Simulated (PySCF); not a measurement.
Run record: excited-state job, `CS(=O)(=O)c1cnsc1`.

Computed with TDDFT CAM-B3LYP/def2-SVPD, vertical, gas phase, core orbitals frozen in the response (PySCF 2.14.0, density-fitted response routines). Geometry: PBE0-D3(BJ)/def2-SVP. The command runs a driver script over a list of jobs; the input below is this job's line of settings and its coordinates in Å.

Command:
```bash
OMP_NUM_THREADS=1 python probes_run.py task.json out
```

Input:
```
{"job": {"kind": "uv", "xc": "CAM-B3LYP", "basis": "def2-SVPD", "dynamic": true, "nstates": 6, "ntriplets": 0}, "charge": 0, "multiplicity": 1}
C     -2.005906    -0.301139     0.355024
S     -0.819924     0.238860    -0.861359
O     -1.072335     1.651006    -1.126997
O     -0.806135    -0.756249    -1.926916
C      0.737170     0.134316    -0.028429
C      1.532803    -1.040712     0.090648
N      2.680064    -0.885833     0.703230
S      2.863577     0.700818     1.151043
C      1.369300     1.220353     0.523437
H     -1.776836    -1.331649     0.653391
H     -2.977008    -0.257706    -0.157626
H     -1.988011     0.385865     1.209735
H      1.251565    -2.022374    -0.300634
H      1.009271     2.249412     0.546336
```

Output:
```
coarse grid: 13928 points
cycle   1  E = -1155.8780520677  dE =  2.424e+00  |g| = 1.163e+00  |ddm| = 6.280e+00
cycle   2  E = -1155.4471793952  dE =  4.309e-01  |g| = 1.943e+00  |ddm| = 3.706e+00
cycle   3  E = -1156.1511520471  dE = -7.040e-01  |g| = 1.249e-01  |ddm| = 2.400e+00
cycle   4  E = -1156.1536540765  dE = -2.502e-03  |g| = 7.773e-02  |ddm| = 3.332e-01
cycle   5  E = -1156.1550978808  dE = -1.444e-03  |g| = 2.015e-02  |ddm| = 1.660e-01
cycle   6  E = -1156.1551890590  dE = -9.118e-05  |g| = 6.496e-03  |ddm| = 4.328e-02
cycle   7  E = -1156.1551980625  dE = -9.004e-06  |g| = 2.225e-03  |ddm| = 1.562e-02
final grid: 128592 points
cycle   8  E = -1156.3007473596  dE = -2.303e-05  |g| = 4.929e-03  |ddm| = 6.964e-02
cycle   9  E = -1156.3007412346  dE =  6.125e-06  |g| = 7.203e-03  |ddm| = 2.422e-02
cycle  10  E = -1156.3007532022  dE = -1.197e-05  |g| = 6.356e-04  |ddm| = 1.322e-02
cycle  11  E = -1156.3007532876  dE = -8.542e-08  |g| = 2.246e-04  |ddm| = 1.620e-03
cycle  12  E = -1156.3007533007  dE = -1.315e-08  |g| = 1.247e-04  |ddm| = 5.887e-04
cycle  13  E = -1156.3007533045  dE = -3.739e-09  |g| = 3.089e-05  |ddm| = 2.349e-04
cycle  14  E = -1156.3007533048  dE = -3.383e-10  |g| = 1.358e-05  |ddm| = 8.825e-05
converged SCF energy = -1156.3007533048

Static polarisability (au): isotropic 95.072, principal 72.215 91.785 121.217

Singlet excitations
state   eV       nm        f      main configurations
  1   5.6352    220.0   0.00311   H-1->L 0.29, H-2->L 0.25, H-4->L 0.23
  2   5.7163    216.9   0.15511   H->L 0.89
  3   6.2523    198.3   0.01816   H-1->L 0.55, H-2->L 0.32
  4   6.4159    193.2   0.00119   H->L+2 0.44, H->L+1 0.29
  5   6.5041    190.6   0.00458   H-3->L 0.33, H-2->L 0.27, H-4->L 0.10
  6   6.9674    177.9   0.00340   H-3->L 0.41, H-4->L 0.13
```

The SCF starts on a coarse grid where the log names one; the energy can jump when the final grid takes over, and dE then counts from the start density on the new grid. H and L stand for HOMO and LUMO; the number after each pair is its weight.

Give the mean polarisability as a volume in Å³, and the ratio of the largest to the smallest principal value.

95.072 au × 0.148185 = 14.09 Å³; 121.217/72.215 = 1.68.

Give S1 in cm⁻¹ and kJ/mol.

5.6352 eV × 8065.54 = 45451 cm⁻¹; × 96.485 = 543.7 kJ/mol.

In short: HOMO -9.64 eV, LUMO -0.80 eV; lowest singlet 5.64 eV; mean polarisability 95.1 au.

The run took 57 s of wall time on an Intel Xeon Platinum 8375C at 2.90 GHz with one thread, no GPU (shared host), and the process peaked at 1.2 GiB of memory.

One conformer stands for the species.
Labels such as C1 count atoms from 1, the log's own numbers from 0.
